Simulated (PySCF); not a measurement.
**The third ionisation energy along the second row**

Calculated with PySCF 2.14 from differences of total energies of unrestricted determinants, without spin-orbit coupling. Values in eV. The last column holds reference values (NIST; (s) semi-empirical, (t) theoretical, else measured). Unmarked ones compare directly (S terms, centres of terms, or small fine structure); those marked * lie between the lowest fine-structure levels and include a spin-orbit shift.

```tsv
element	configurations	UHF	LDA	PBE	PBE0	r2SCAN	MP2 (valence)	reference
B (dyall-av2z, non-relativistic)	[He] 2s1 → 1s2	37.803	37.884	38.264	38.207	37.845	n/a	37.931
C (dyall-av2z, non-relativistic)	[He] 2s2 → [He] 2s1	45.779	46.950	47.103	47.039	46.624	46.947	47.888
N (dyall-av2z, non-relativistic)	[He] 2s2 2p1 → [He] 2s2	47.275	47.860	48.012	47.994	48.198	47.342	47.445 (s) *
O (dyall-av2z, non-relativistic)	[He] 2s2 2p2 → [He] 2s2 2p1	54.611	55.421	55.274	55.308	55.606	54.864	54.936 (s) *
F (dyall-av2z, non-relativistic)	[He] 2s2 2p3 → [He] 2s2 2p2	62.268	63.189	62.861	62.940	63.186	62.709	62.708 (s) *
Ne (dyall-av2z, non-relativistic)	[He] 2s2 2p4 → [He] 2s2 2p3	61.784	63.617	63.849	63.698	63.571	62.752	63.423 *
```

"Valence" correlates the outer s and p shells and, in groups 3 to 12 and the f block, the outer d or f shell, open or full, or the next shell where the ion has no valence electron left; the wider scheme adds the next inner shell.
